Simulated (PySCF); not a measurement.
Zn(OH) (HOZn), SMILES [Zn][OH] (connectivity only; charge and spin as stated), neutral, multiplicity 2.

Geometry optimised at PBE0-D3(BJ)/def2-TZVP. The multiplicity is an assumed one; other spin states were not compared. The isomer is the one that the SMILES or the coordinates give; other isomers of the formula were not compared.

Computed with TDA-B3LYP/def2-TZVPD in PySCF.

Vertical excitations. 

List the lowest excited states. (An estimate is asked for; the answer gives what the named calculation found.)


| state | energy (eV) | λ (nm) | f | main pairs |
|---|---|---|---|---|
| root 1 | 2.65 | 467 | 0.002 | β HOMO→LUMO 99 % |
| root 2 | 3.74 | 332 | 0.040 | β HOMO−1→LUMO 90 % |
| root 3 | 4.13 | 300 | 0.142 | α HOMO→LUMO 96 % |
| root 4 | 4.30 | 288 | 0.150 | α HOMO→LUMO+1 97 % |
| root 5 | 5.20 | 238 | 0.192 | α HOMO→LUMO+2 95 % |
| root 6 | 5.85 | 212 | 0.000 | α HOMO−1→LUMO 95 % |
| root 7 | 5.93 | 209 | 0.005 | α HOMO−1→LUMO+1 61 %, β HOMO→LUMO+2 32 % |
| root 8 | 6.13 | 202 | 0.001 | β HOMO→LUMO+1 94 % |
| root 9 | 6.27 | 198 | 0.005 | α HOMO→LUMO+3 46 %, β HOMO−2→LUMO 43 % |
| root 10 | 6.36 | 195 | 0.006 | α HOMO→LUMO+3 47 %, β HOMO−2→LUMO 43 % |
Unrestricted roots are not spin-pure.
